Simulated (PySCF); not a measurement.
Gas-phase reaction: SnCl₂ + CCl₄ ⇌ SnCl₄ + CCl₂. Level: ωB97M-V/def2-TZVP†; standard pressure 1 bar.

Energies from PySCF, thermal terms from the rigid-rotor harmonic-oscillator model, ideal gas at 1 bar. † marks an energy on the PBE0/def2-TZVP geometry and frequencies. All species are closed-shell singlets. Sn: scalar-relativistic def2 core potential, no spin-orbit coupling. The harmonic model lacks anharmonicity and excited electronic states, which grow with temperature; levels with a mode under 35 cm⁻¹ are left out. Soft modes under 120 cm⁻¹ make the harmonic entropy rough for SnCl₂, SnCl₄.

```tsv
T (K)	1000/T (1/K)	log10 K
800	1.2500	-1.58
1000	1.0000	?
1200	0.8333	-0.68
1400	0.7143	-0.43
1600	0.6250	-0.23
1800	0.5556	-0.08
```

Q: Fit log10 K = a + b·(1000/T) to the five rows, get the mean ΔH° and ΔS°, and predict log10 K at 1000 K.

A: Means: 1000/T = 0.7956, log10 K = -0.600. Sums of products about the means: Sxy = -0.65007, Sxx = 0.301215, so b = Sxy/Sxx = -2.16 and a = -0.600 − (-2.16)×0.7956 = 1.12.
ΔH° = −R ln 10 × 1000 K × b = −19.145 × (-2.16) = 41 kJ; ΔS° = R ln 10 × a = 21 J/K. The run's own values go from 41 kJ and 21 J/K at 800 K to 42 kJ and 22 J/K at 1800 K.
Prediction at 1000 K: 1.12 + (-2.16)×1.0000 = -1.04. The computed value is -1.04, 0.00 from the line.
For scale, ΔH°(298 K) is 39 kJ at this level, 37 kJ at ωB97X-V/def2-TZVP†, and runs from -22 to 201 kJ over the 18 levels computed.
